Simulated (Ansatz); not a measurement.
Reaction R1 → P1 + P2, each structure at its B3LYP-D3(BJ)/def2-TZVP stationary point, reached from a drawn start (curvature not checked).
P1, C2H4 (SMILES C=C) (charge 0, multiplicity 1):
```tsv
atom	x (Å)	y (Å)	z (Å)
C	0.0000	0.0000	0.6623
C	0.0000	0.0000	-0.6623
H	0.0000	0.9216	1.2318
H	0.0000	-0.9216	1.2318
H	0.0000	0.9216	-1.2318
H	0.0000	-0.9216	-1.2318
```
P2: H atom, charge 0, multiplicity 2.
R1, C2H5 (SMILES [CH2]C) (charge 0, multiplicity 2, Z-matrix in Å and degrees):
```
C
H 1 1.0925
H 1 1.0925 2 108.28
H 1 1.1010 2 106.35 3 -113.94
C 1 1.4831 2 111.86 4 -122.36
H 5 1.0812 1 120.96 2 33.13
H 5 1.0812 6 117.63 1 -172.34
```

P less R. No zero-point or thermal terms; singlets are restricted closed shells; open shells are unrestricted.

Cores are frozen in the correlated methods.

The values were computed with Ansatz (a quantum-chemistry and plane-wave program). No computed number here is a measurement.

The comparison value is 168.0 kJ/mol (CCSD(T)/cc-pVTZ). It is a level with limits of its own, not the exact answer.

### Question
Order these levels by how close they come to the comparison value for the reaction energy, closest first: B2PLYP/def2-TZVPP, PBE0/def2-TZVPP, r2SCAN/def2-TZVPP, HF/cc-pVTZ, BHLYP/def2-TZVPP. Give each level's value less the comparison value.

### Answer
HF/cc-pVTZ (0.0 kJ/mol), B2PLYP/def2-TZVPP (2.5 kJ/mol), PBE0/def2-TZVPP (14.1 kJ/mol), BHLYP/def2-TZVPP (19.8 kJ/mol), r2SCAN/def2-TZVPP (24.6 kJ/mol)
